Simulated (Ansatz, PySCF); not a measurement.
Spin states of H2I2Zr (SMILES [I][ZrH2][I]), each relaxed with B3LYP-D3(BJ)/def2-TZVP.
State 1 (charge 0, multiplicity 1):
```xyz
5

Zr    -0.1142    -0.0529     0.0638
I     -0.5501     0.9615    -2.3984
I      2.4076     0.1199     1.0086
H     -1.2153     0.8274     1.2371
H     -0.5817    -1.8262     0.0316
```
State 2 (charge 0, multiplicity 3):
```xyz
5

Zr    -0.424    -0.229     0.290
I      0.293     1.077    -2.203
I      2.392     0.476     0.210
H     -1.488     0.751     1.462
H     -0.827    -2.044     0.184
```

Singlets are restricted, other states unrestricted; no spin–orbit coupling, no relativity up to Kr; see below for the cores. The largest T1 diagnostic is 0.016.

Correlated levels freeze the inner cores; with def2 sets outer-core shells near the valence are correlated too. CBS(a, b) extrapolates the correlation energy as X⁻³ and adds the Hartree–Fock energy of set b.

Programs: Ansatz (Gaussian basis) for Hartree–Fock, density functionals and correlated methods; PySCF for the dispersion terms. Values without a source in brackets are computed. In def2 rows elements past Kr take small-core potentials, without spin–orbit coupling.

| level | energy of the multiplicity-3 state less that of the multiplicity-1 state (kcal/mol) |
|---|---|
| BLYP-D3(BJ)/def2-TZVPP | 65.26 |
| r2SCAN-D4/def2-TZVPP | 66.34 |
| B97M-V/def2-TZVPP | 65.53 |
| BHLYP-D3(BJ)/def2-TZVPP | 62.93 |
| CAM-B3LYP-D4/def2-TZVPP | 65.27 |
| wB97X-V/def2-TZVPP | 66.73 |
| wB97M-V/def2-TZVPP | 65.24 |
| B2PLYP-D3(BJ)/def2-TZVPP | 69.14 |
| CCSD(T)/CBS(def2-SVP, def2-TZVPP) | (withheld) |

Question: Some entries are withheld; supply them.

Answer: 
- CCSD(T)/CBS(def2-SVP, def2-TZVPP), energy of the multiplicity-3 state less that of the multiplicity-1 state (kcal/mol): 70.88

Ansatz is a quantum-chemistry and plane-wave program.
